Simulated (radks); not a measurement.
Initial-state core-level shifts of the thulium ion Tm+ when its valence configuration changes from [Xe] 4f13 6s1. All-electron calculation, Dirac Kohn-Sham, BLYP, spin-unpolarised, spherical densities, finite nucleus; open shells fill j = l - 1/2 first; Fermi nuclear charge, rms radius 5.2256 fm. Program: a radial shooting solver on a logarithmic mesh with Libxc functionals. Shifts are changes of the shell-averaged eigenvalues in eV (positive: less bound); the change of the density at the nucleus, which sets a Mossbauer isomer shift, is in e/bohr^3, on a base of 9.5e+05.

\begin{tabular}{lrrrrr}
valence & 2s & 2p & 3p & 3d & density at nucleus \\ \hline
4f12 5d1 6s1 & -6.929 & -6.857 & -7.680 & -7.605 & +40.92 \\
4f12 5d1 6p1 & -8.082 & -8.009 & -8.828 & -8.753 & -6.95 \\
4f12.5 6s1 6p0.5 & -4.940 & -4.907 & -5.254 & -5.225 & +25.00 \\
4f12 6s1 6p1 & -10.410 & -10.335 & -11.098 & -11.035 & +54.31 \\
4f13 5d1 & +1.457 & +1.457 & +1.415 & +1.424 & -46.26 \\
4f13 6s0.5 6p0.5 & -0.609 & -0.609 & -0.601 & -0.602 & -21.16 \\
4f13.5 6s0.5 & +3.596 & +3.569 & +3.848 & +3.825 & -38.59 \\
4f14 & +6.132 & +6.087 & +6.563 & +6.522 & -68.52 \\
4f11 5d1 6s1 6p1 & -18.569 & -18.398 & -20.241 & -20.083 & +104.86 \\
\end{tabular}
